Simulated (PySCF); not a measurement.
The numbers below are computed, except where a source is named.
# CH10NSi3

The system: CH10NSi3, a small molecule (built as: Si site whose three back bonds go to SiH3, NHSiH3, CH3); neutral, doublet. The structure, one conformer, was relaxed in the gas phase by PBE0-D3(BJ)/def2-SVP. No frequency run checks that it is a minimum.

SMILES: C[Si]([SiH3])N[SiH3]

```xyz
15

Si   -0.329    0.676    0.628
Si   -1.540   -1.334    0.561
N     1.248    0.476   -0.113
Si    2.262   -0.942   -0.176
C    -1.231    2.077   -0.262
H    -0.957   -2.348    1.492
H    -1.638   -1.950   -0.803
H    -2.926   -1.012    1.031
H     1.704    1.346   -0.381
H     1.367   -2.136   -0.246
H     3.125   -0.874   -1.395
H     3.160   -1.105    1.011
H    -1.333    1.853   -1.337
H    -0.688    3.030   -0.159
H    -2.236    2.217    0.164
```
Atoms count from 1 in this order.

EPR values by unrestricted B3LYP, IGLO-III on C N Si, pcH-1 on H.

(1) Predict g and the largest hyperfine couplings. Where does the spin sit?

(2) How do the isotropic couplings move with BHandHLYP?

Answers

(1) g = 2.0020, 2.0023, 2.0041. The spin sits on Si1 (81 %, bonded to 1 C + 1 N + 1 Si) by Mulliken populations.
```tsv
atom	isotope	isotropic (MHz)	dipolar, principal values (MHz)
Si1	29Si	-477.0	-136.9, 68.0, 68.9
Si2	29Si	-95.5	-17.8, 7.1, 10.7
H7	1H	60.5	-2.4, -0.4, 2.8
H13	1H	51.4	-3.7, 0.1, 3.6
C5	13C	36.5	-4.6, -3.8, 8.3
N3	14N	8.0	-6.0, -5.5, 11.5
```

(2) Si1 -477.0 to -511.0 MHz, Si2 -95.5 to -96.3 MHz, H7 60.5 to 59.4 MHz, H13 51.4 to 51.4 MHz.

The 2 runs behind this took 3.5 min in all, one thread each of Arm Neoverse V1 on a shared host, launched as `OMP_NUM_THREADS=1 python cluster_run.py task.json out`.
